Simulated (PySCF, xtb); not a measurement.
OsO₄, SMILES [Os](=[O])(=[O])(=[O])=[O], multiplicity 1.

GFN2-xTB in xtb 6.7.1 at its own geometry gives an orbital gap of 3.64 eV and a dipole moment of 0.00 D.

Geometry: B3LYP-D3(BJ)/def2-SVP. The spin state was assumed, not searched. The isomer is the one that the SMILES or the coordinates give; other isomers of the formula were not compared. The def2 effective core potentials stand for the cores of Os; spin–orbit coupling is left out.

### Question
What does r2SCAN/def2-TZVP run with PySCF give? (The exact figures need the calculation; the answer reports its results.)

### Answer
gap 4.35 eV (levels -9.34 and -4.99 eV), dipole 0.00 D.
